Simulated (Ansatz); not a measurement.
Stepwise reaction of `F[Si](F)(S)S` with hydrogen, as a gas-phase model of exchange steps in deposition or etching. ΔE in kJ/mol; ΔG adds harmonic PBE0-D4 terms to CCSD(T)/CBS, at 1 bar.

Isolated molecules relaxed with PBE0-D4/def2-TZVP in Ansatz; ΔE leaves out vibrations. CCSD(T)/CBS is the MP2 limit (def2-TZVPP, def2-QZVPP) plus CCSD(T) − MP2 in def2-TZVPP, frozen cores. This one scheme is used for every species. DFT in def2-TZVPP. B3LYP here is the variant with VWN-RPA as its local correlation; programs differ in this. One conformer a species, not always the lowest.

| step | reaction | PBE-D4 | B3LYP-D4 | ωB97M-V | CCSD(T)/CBS | ΔG(400 K) |
| --- | --- | --- | --- | --- | --- | --- |
| 1 | `F[Si](F)(S)S` + H₂ → `F[SiH](S)S` + H–F | 123.0 | 131.3 | 131.9 | 126.8 | 126.9 |

Problem. Give the row of step 2, `F[SiH](S)S` + H₂ → `S[SiH2]S` + H–F. (Estimate.)

Solution. The calculation gave: 
```csv
step,reaction,PBE-D4,B3LYP-D4,ωB97M-V,CCSD(T)/CBS,ΔG(400 K)
2,`F[SiH](S)S` + H₂ → `S[SiH2]S` + H–F,117.9,125.1,125.7,120.5,120.3
```

Problem. By hand: ΔE of the 2 steps together at CCSD(T)/CBS.

Solution. (126.8) + (120.5) = 247.3 kJ/mol, or 123.7 kJ/mol a step.

In ΔE each step is lower than the one before. All are uphill at CCSD(T)/CBS. ΔG lies between 120.3 and 126.9 kJ/mol a step. PBE-D4 differs from CCSD(T)/CBS by -3.8 to -2.6 kJ/mol a step. Isolated molecules leave out the surface, adducts and barriers. Largest T1 diagnostic: 0.012.
